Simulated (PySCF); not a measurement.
# Reading the logs of faulty runs: CGe2H7O cation

These are calculations, not measurements. The program is PySCF 2.14.0, an open-source quantum chemistry code, run on an isolated molecule that a program drew, which may never have been made. The molecule is CGe2H7O cation (charge +1, singlet), drawn as the SMILES string `[CH3][GeH2][O][GeH2+]`.

Each row is a Hartree-Fock (HF) and frozen-core CCSD(T) single point in the cc-pVDZ basis, meant for a local HF minimum. Run 1 is clean. Each other run has one planted mistake out of seven kinds, and not every kind appears here: one electron removed, one electron added, multiplicity raised by two, geometry at a saddle point, minimal basis STO-3G, one bond length entered in bohr, all coordinates scaled. The reference is restricted for singlets and unrestricted otherwise, and also for a bond in bohr. Adding or removing an electron swaps singlet and doublet. Electrons count all cores. HOMO and LUMO are orbital energies over both spins, the gradient is its largest component, and the lowest frequency (negative if imaginary) is given only where the gradient is small. Bond lengths are over the 10 bonds as drawn. T1 is the CCSD diagnostic: over 0.02 (restricted) or 0.045 (unrestricted) a single reference is doubtful. Germanium has the cc-pVDZ-PP basis, with a core potential (ECP10MDF) in place of its 10 inner electrons, and its 3s, 3p and 3d shells are frozen in CCSD(T).

Geometry of the clean run:
```xyz
11
CGe2H7O cation, angstrom
C    -1.0437    0.5480   -2.2218
Ge   -1.0362    1.8426   -0.7911
O     0.7547    1.8390   -0.1837
Ge    2.0995    2.5748    0.4563
H    -2.0566    0.4641   -2.6201
H    -0.7302   -0.4256   -1.8454
H    -0.3757    0.8638   -3.0231
H    -1.2404    3.2969   -1.1935
H    -1.7849    1.4677    0.4762
H     3.2876    1.6894    0.7317
H     2.0776    4.0616    0.7212
```

```
run  electrons  basis functions  <S^2>  HOMO (eV)  LUMO (eV)  gradient (hartree/bohr)  lowest frequency (cm^-1)  mean bond (Å)  longest bond (Å)      T1  HF (hartree)  CCSD(T) (hartree)                          mistake
  1         84              109  0.000     -15.95      -4.58                  1.8e-06                        33         1.4812             1.930  0.0184    -703.33111         -703.90299                         no fault
  2         84              109  1.012     -14.87      -6.18                  1.8e-02                         -         1.6290             3.139  0.0175    -703.20869         -703.73190  one bond length entered in bohr
  3         85              109  0.767      -6.03       3.01                  8.4e-02                         -         1.4812             1.930  0.0143    -703.52526         -704.10434               one electron added
  4         84              109  2.024     -12.08      -6.34                  1.4e-01                         -         1.4812             1.930  0.0397    -703.19586         -703.73179       multiplicity raised by two
  5         84              109  0.000     -15.52      -4.63                  3.5e-02                         -         1.5657             2.040  0.0224    -703.30045         -703.88815           all coordinates scaled
  6         83              109  0.764     -21.95     -13.14                  9.4e-02                         -         1.4812             1.930  0.0378    -702.79798         -703.34220                                ?
```

**Which mistake was planted in run 6, and what did it cost?**

It counts 83 electrons, one fewer than the clean run, at the same geometry and basis. So the mistake is: one electron removed. Subtracting run 1 and multiplying by 627.51 kcal/mol a hartree, the energy moved by 334.5 kcal/mol in HF and 351.9 kcal/mol in CCSD(T).

Cautions from the logs. Run 5: T1 is over the limit, so its CCSD(T) energy is less reliable.
